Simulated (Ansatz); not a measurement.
The same path of C2H6BNO2 (12 atoms, charge 0, multiplicity 1) was run 3 times with different band settings. The coordinate that changes most is the dihedral N1–C2–O3–C4.

The calculation used RKS PBE-D4/def2-SVP (Ansatz 0.2.0).

Relaxed end points:

```xyz
12
Properties=species:S:1:pos:R:3
N -1.820 1.014 1.286
C -0.901 0.262 1.758
O 0.080 -0.269 1.007
C 0.050 0.054 -0.396
B 1.244 -0.643 -1.153
O 1.356 -0.392 -2.486
H -2.456 1.299 2.044
H -0.763 -0.064 2.813
H 0.070 1.161 -0.531
H -0.932 -0.244 -0.833
H 2.039 -1.380 -0.587
H 2.110 -0.857 -2.888
```

```xyz
12
Properties=species:S:1:pos:R:3
N -1.186 0.406 2.799
C -1.098 0.460 1.529
O -0.015 -0.054 0.902
C 0.034 0.091 -0.519
B 1.287 -0.663 -1.122
O 1.503 -0.513 -2.456
H -2.077 0.835 3.088
H -1.849 0.900 0.824
H 0.068 1.169 -0.813
H -0.890 -0.321 -0.998
H 2.021 -1.355 -0.435
H 2.280 -1.012 -2.765
```

Common settings: movable images 5; climbing image yes; spring 5.0 eV/Å²; optimiser quadratic models (default); start path through a guess of the saddle point; iteration limit 60; end points relaxed.

| run | force threshold |
| --- | --- |
| 1 | 0.03 eV/Å |
| 2 | 0.5 eV/Å |
| 3 | 0.5 eV/Å |

(1) What does each run give, and how far can it be trusted?

Answers

(1) Run 1: converged after 17 iterations, highest image 0.508 eV above the first end. A vibrational analysis at the climbing image gives one clearly imaginary mode, 215i cm⁻¹: a first-order saddle point.
Run 2: converged after 9 iterations, highest image 0.465 eV above the first end. The threshold of 0.5 eV/Å is loose, so the images may lie well off the minimum-energy path. The order of the stationary point at the top wasn't checked.
Run 3: converged after 9 iterations, highest image 0.465 eV above the first end. The threshold of 0.5 eV/Å is loose, so the images may lie well off the minimum-energy path. The order of the stationary point at the top wasn't checked.
